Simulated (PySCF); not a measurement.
Dipole moment and polarisability of SeBr2Me2

Species: SeBr2Me2, C₂H₆Br₂Se.
Geometry (PBE0-D3(BJ)/def2-SVP, Å), atoms numbered from 1 in this order:
```xyz
11
C2H6Br2Se angstrom
Se    -0.614   -0.819    0.023
Br    -0.617   -0.785    2.583
Br    -0.649   -0.889   -2.533
C      1.326   -0.715   -0.012
H      1.686   -1.745   -0.125
H      1.652   -0.287    0.943
H      1.612   -0.112   -0.880
C     -1.012    1.082    0.008
H     -2.101    1.168    0.117
H     -0.683    1.481   -0.958
H     -0.502    1.535    0.864
```

Level: CAM-B3LYP/def2-SVPD (PySCF), static field, nuclei fixed, core orbitals frozen in the response. The polarisability tensor in these axes (au):

```
x    88.89  -4.39   0.52
y    -4.39  86.55   2.32
z     0.52   2.32 191.50
```

**Question.** Diagonalise the tensor; give its mean and Δα, where Δα² is half the sum of the squared differences of the eigenvalues.

**Answer.** Principal values 83.13, 92.26 and 191.55 au; mean 122.31 au = 18.13 Å³ = 20.17 × 10⁻⁴⁰ C²·m²/J; Δα = 104.16 au (85 % of the mean).

**Question.** What is the dipole moment, and where does it point?

**Answer.** (1.53, 1.98, -0.07) D, 2.50 D in size, pointing from the negative to the positive side. Measured along this direction, the outermost atoms are Br2, Br3 and Se1 at the negative end and H7 and H11 at the positive end.

**Question.** Rayleigh depolarisation ratio (linearly polarised light, static tensor)?

**Answer.** ρ = 3Δα²/(45ᾱ² + 4Δα²) = 32547.0/(673232 + 43396.0) = 0.0454.

**Question.** Find the Langevin capture rate constant for NO+ (29.998 u) meeting this molecule (267.800 u), k = 2.342 × 10⁻⁹ cm³/s × √(α in Å³ / reduced mass in u).

**Answer.** The reduced mass is 26.98 u, so k = 1.92 × 10⁻⁹ cm³/s. The formula leaves out the permanent dipole, which adds to the capture rate.

**Question.** Refractivity n − 1 of an ideal gas of it at 500 K and 1 atm, from the electronic α?

**Answer.** N = p/kT = 1.4678 × 10¹⁹ cm⁻³, so n − 1 = 2π × N × 18.13 × 10⁻²⁴ cm³ = 1672 × 10⁻⁶ at long wavelengths, for an ideal gas.

Geometry: PBE0-D3(BJ)/def2-SVP; no solvent, vibrations or thermal averaging. The calculation is non-relativistic, for selenium and bromine too.
